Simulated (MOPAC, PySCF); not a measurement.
C₂H₄Si₂, SMILES `C([Si][SiH3])#C` (lower singlet), neutral singlet in the gas phase. This singlet lies 0.71 eV below the relaxed triplet at the level B3LYP/cc-pVTZ // PBE0-D3(BJ)/def2-TZVP (Ansatz).

Cartesian coordinates (Å):
```xyz
8

C      2.2430     0.7394     0.4218
C      1.4954    -0.1998     0.2281
Si     0.4912    -1.6973    -0.0422
Si    -1.4686    -0.3386    -0.2655
H      2.8959     1.5653     0.5909
H     -2.7061    -1.1266    -0.5246
H     -1.6704     0.4429     0.9880
H     -1.2804     0.6146    -1.3965
```
Charge 0, multiplicity 1.

All levels are single points at this geometry (PBE0-D3(BJ)/def2-TZVP); Pople sets use spherical d functions. Orbital energies aren't observables, and empty levels follow the basis.

PBE0-D3(BJ)/def2-TZVP in PySCF gives HOMO (eV) = -6.37.

Estimate the HOMO (eV) from each of these levels: B3LYP/3-21G in PySCF; B3LYP/LANL2DZ in PySCF; BP86/6-31G* in PySCF; PBE/6-31G* in PySCF; AM1 in MOPAC.


| level | HOMO (eV) |
|---|---|
| B3LYP/3-21G in PySCF | -6.07 |
| B3LYP/LANL2DZ in PySCF | -6.16 |
| BP86/6-31G* in PySCF | -5.37 |
| PBE/6-31G* in PySCF | -5.27 |
| AM1 in MOPAC | -8.03 |
